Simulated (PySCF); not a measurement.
Ligands exchanged one at a time, Ga F-Br. All species are isolated molecules in the gas phase. Strings in code marks are SMILES.

The HOMO–LUMO gap from two functionals at the same geometries (PBE0-D4/def2-TZVP), both in PySCF: PBE-D3(BJ)/def2-TZVP and PBE0-D4/def2-TZVP. 

| species | PBE0-D4/def2-TZVP (eV) |
|---|---|
| 0 of 3 F replaced by Br (`[F][Ga]([F])[F]`) | 9.42 |
| 1 of 3 F replaced by Br | 7.21 |
| 2 of 3 F replaced by Br (`[Br][Ga]([Br])[F]`) | 6.83 |
| 3 of 3 F replaced by Br (`[Br][Ga]([Br])[Br]`) | 6.48 |

Problem. What does PBE-D3(BJ)/def2-TZVP give for each?

Solution. 
- 0 of 3 F replaced by Br (`[F][Ga]([F])[F]`): 6.29
- 1 of 3 F replaced by Br: 4.89
- 2 of 3 F replaced by Br (`[Br][Ga]([Br])[F]`): 4.60
- 3 of 3 F replaced by Br (`[Br][Ga]([Br])[Br]`): 4.31
Over these rows, drawn at random from the members with no instability flagged (it was tested for open shells, ions and some series alone), PBE minus PBE0-D4: mean -2.46 eV, from -3.13 eV to -2.17 eV.
